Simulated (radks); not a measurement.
Task: Radial electron density D(r) = 4 pi r^2 rho(r) of an atom or ion with 53 electrons. Method: scalar-relativistic Kohn-Sham, PBE, spin-polarised, spherical densities, finite nucleus; Fermi nuclear charge, rms radius of each element as measured or else 0.836 A^(1/3) + 0.57 fm; computed with a radial shooting solver on a logarithmic mesh with Libxc functionals.

| r (bohr) | D(r) (e/bohr) | spin D(r) |
|---|---|---|
| 0.001365 | 4.372 | 0.000230 |
| 0.001589 | 5.619 | 0.000296 |
| 0.001835 | 7.098 | 0.000375 |
| 0.002136 | 9.042 | 0.000478 |
| 0.002467 | 11.31 | 0.000600 |
| 0.002872 | 14.24 | 0.000758 |
| 0.003317 | 17.58 | 0.000942 |
| 0.003862 | 21.78 | 0.00118 |
| 0.00446 | 26.43 | 0.00145 |
| 0.005192 | 32.05 | 0.00180 |
| 0.005996 | 37.99 | 0.00219 |
| 0.006981 | 44.78 | 0.00271 |
| 0.008062 | 51.46 | 0.00331 |
| 0.009385 | 58.43 | 0.00412 |
| 0.01084 | 64.49 | 0.00513 |
| 0.01262 | 69.78 | 0.00659 |
| 0.01457 | 73.23 | 0.00853 |
| 0.01696 | 74.81 | 0.0115 |
| 0.01959 | 74.26 | 0.0155 |
| 0.02263 | 72.04 | 0.0211 |
| 0.02634 | 68.81 | 0.0291 |
| 0.03042 | 66.25 | 0.0388 |
| 0.03541 | 65.73 | 0.0510 |
| 0.0409 | 68.56 | 0.0629 |
| 0.04761 | 75.32 | 0.0733 |
| 0.05499 | 84.09 | 0.0772 |
| 0.06402 | 92.99 | 0.0712 |
| 0.07393 | 97.75 | 0.0539 |
| 0.08607 | 96.35 | 0.0270 |
| 0.0994 | 89.17 | 0.00345 |
| 0.1157 | 79.08 | -0.00274 |
| 0.1336 | 72.36 | 0.0223 |
| 0.1556 | 72.30 | 0.0799 |
| 0.1797 | 78.02 | 0.139 |
| 0.2092 | 83.81 | 0.164 |
| 0.2416 | 81.88 | 0.125 |
| 0.2812 | 69.04 | 0.0419 |
| 0.3248 | 51.11 | -0.00206 |
| 0.3781 | 35.38 | 0.0635 |
| 0.4366 | 29.50 | 0.220 |
| 0.5043 | 31.24 | 0.353 |
| 0.5871 | 34.43 | 0.329 |
| 0.678 | 33.00 | 0.150 |
| 0.7893 | 26.20 | -0.00949 |
| 0.9115 | 18.26 | 0.0809 |
| 1.061 | 11.98 | 0.476 |
| 1.226 | 8.857 | 0.950 |
| 1.427 | 7.191 | 1.27 |
| 1.648 | 5.745 | 1.24 |
| 1.918 | 3.923 | 0.968 |
| 2.215 | 2.310 | 0.670 |
| 2.579 | 1.152 | 0.454 |
| 2.978 | 0.5756 | 0.333 |
| 3.467 | 0.2863 | 0.227 |
| 4.004 | 0.1424 | 0.131 |
| 4.662 | 0.05647 | 0.0552 |
| 5.384 | 0.01749 | 0.0174 |
| 6.267 | 0.003393 | 0.00339 |
| 7.238 | 0.0004627 | 0.000463 |

What is the nuclear charge?

Result: Z = 57. The innermost maximum, from 1s, lies near gamma/Z bohr with gamma = sqrt(1 - (Z/c)^2) = 0.909, here 0.016 bohr (found: 0.0175), and its height grows with Z. The density is that of the lanthanum ion La4+ in [Kr] 4d10 5s2 5p4.5 6s0.5; the configuration itself is not fixed sharply by these data, and Z only to a few units. D(r) has 4 maxima, at r = 0.0175, 0.0776, 0.219, 0.611 bohr, and minima at 0.0338, 0.145, 0.447 bohr, inside which lie 1.96, 11.20, 28.95 electrons.
